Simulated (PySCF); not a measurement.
Compound: C9H9N.
SMILES with atom numbers: `[CH2:1]=[N:2][C:3]1=[CH:4][C@H:5]2[CH:6]=[CH:7][C@@H:8]1[CH:9]=[CH:10]2` (hydrogens: H11, H12 on C1; H13 on C4; H14 on C5; H15 on C6; H16 on C7; H17 on C8; H18 on C9; H19 on C10)

Computed, not measured: PBE0-D3(BJ)/def2-SVP geometry optimisation, gas phase (PySCF 2.14.0).

Give the optimised bond lengths and angles.

```json
{"bond": "C1=N2", "length (Å)": "1.268", "order": "double"}
{"bond": "N2–C3", "length (Å)": "1.383", "order": "single"}
{"bond": "C3=C4", "length (Å)": "1.342", "order": "double"}
{"bond": "C4–C5", "length (Å)": "1.528", "order": "single"}
{"bond": "C5–C6, C5–C10", "length (Å)": "1.532", "order": "single"}
{"bond": "C6=C7, C9=C10", "length (Å)": "1.331", "order": "double"}
{"bond": "C7–C8, C8–C9", "length (Å)": "1.529", "order": "single"}
{"bond": "C3–C8", "length (Å)": "1.535", "order": "single"}
{"bond": "C1–H11", "length (Å)": "1.107", "order": "single"}
{"bond": "C1–H12", "length (Å)": "1.099", "order": "single"}
{"bond": "C4–H13", "length (Å)": "1.090", "order": "single"}
{"bond": "C5–H14", "length (Å)": "1.096", "order": "single"}
{"bond": "C6–H15, C10–H19", "length (Å)": "1.091", "order": "single"}
{"bond": "C7–H16, C9–H18", "length (Å)": "1.091", "order": "single"}
{"bond": "C8–H17", "length (Å)": "1.096", "order": "single"}
```

Bonds in one row agree within 0.01 Å and their mean is given. Orders are formal, as drawn. A selection of angles:
```json
{"angle": "C1–N2–C3", "degrees": "120.3"}
{"angle": "N2–C3–C4", "degrees": "128.4"}
{"angle": "N2–C3–C8", "degrees": "118.4"}
{"angle": "C4–C3–C8", "degrees": "113.0"}
{"angle": "C3–C4–C5", "degrees": "112.5"}
{"angle": "C4–C5–C6", "degrees": "106.2"}
{"angle": "C6–C5–C10", "degrees": "105.9"}
{"angle": "C5–C6–C7", "degrees": "112.9"}
{"angle": "C6–C7–C8", "degrees": "112.9"}
{"angle": "C7–C8–C9", "degrees": "106.3"}
{"angle": "C3–C8–C7", "degrees": "105.8"}
```

Dihedral angles: C1–N2–C3–C4 49° (synclinal); N2–C3–C4–C5 175° (antiperiplanar); C3–C4–C5–C6 -56° (synclinal); C4–C5–C6–C7 56° (synclinal); C5–C6–C7–C8 0° (synperiplanar); C6–C7–C8–C9 55° (synclinal); C7–C8–C9–C10 -56° (synclinal); C8–C9–C10–C5 0° (synperiplanar); N2–C3–C8–C7 -119° (anticlinal); C4–C5–C10–C9 -56° (synclinal).

The 9 C–C bonds span 1.330 Å (C6=C7, drawn double) to 1.535 Å (C3–C8, drawn single), a spread of 0.205 Å. The 6-membered ring C5–C6–C7–C8–C9–C10 has internal angles of 105.9° to 113.0°; it is puckered, 0.33 Å rms from its mean plane, widest ring torsion 56°. The 6-membered ring C3–C4–C5–C6–C7–C8 has internal angles of 105.8° to 113.0° (sum 663°, against 720° for a flat polygon); it is puckered, 0.33 Å rms from its mean plane, widest ring torsion 56°. The 6-membered ring C3–C4–C5–C10–C9–C8 has internal angles of 105.3° to 113.0° (sum 662°, against 720° for a flat polygon); it is puckered, 0.33 Å rms from its mean plane, widest ring torsion 57°. The C–N distances run from 1.268 Å (C1=N2, drawn double) to 1.383 Å (N2–C3, drawn single), a spread of 0.115 Å. Of the pairs four or more bonds apart, C4···H11 is among the closest relative to their van der Waals radii: 2.87 Å, 99 % of the sum of Bondi's values.

Point group: C1 (no symmetry element, even within 0.4 Å). Not checked by PBE0-D3(BJ)/def2-SVP frequencies. One conformer, not necessarily the lowest.
